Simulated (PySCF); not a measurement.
CH4NO (SMILES [NH3+]C=O), charge +1, singlet, at a GFN2-xTB geometry. Base run: BLYP/6-31G (PySCF).

Input for PySCF:
```python
from pyscf import gto, scf, dft

mol = gto.Mole()
mol.atom = '''
    N    -1.079731    0.243807    0.157699
    C     0.406750    0.243899   -0.264919
    O     1.094770   -0.627805    0.073073
    H    -1.302253    1.084187    0.712797
    H    -1.695311    0.237833   -0.669897
    H    -1.269485   -0.598636    0.727304
    H     0.626506    1.129011   -0.869170
'''
mol.basis = '6-31g'
mol.charge = 1
mol.spin = 0
mol.verbose = 4
mol.build()

mf = dft.RKS(mol)
mf.xc = 'blyp'
mf.kernel()
```

The base run was repeated with changes; each row names its change, and settings that it needs were set with it.

```tsv
change	E (Eh)	HOMO (eV)	HOMO-LUMO gap (eV)	core-seconds (rough)
base	-170.09526	-13.34	4.92	2
functional = camb3lyp	-170.05671	-16.54	10.58	4
functional = m062x	-170.05350	-16.74	10.69	4
functional = blyp; dispersion = d3bjm	-170.10541	-13.34	4.92	3
functional = scan	-170.06096	-13.86	5.47	3
functional = x3lyp	-170.06379	-14.92	7.47	3
functional = lc_wpbe	-170.02478	-17.84	13.18	5
functional = r2scan	-170.03932	-13.85	5.47	4
functional = revpbe	-170.09477	-13.42	4.93	2
functional = pbe; dispersion = d4	-169.94778	-13.45	4.89	3
functional = hf	-169.14930	-19.37	16.74	0.5
functional = b97-1	-170.08589	-14.82	7.39	3
functional = wb97m_v	-170.06747	-17.49	12.72	80
```

Absolute energies of different levels of theory aren't comparable as measures of quality.
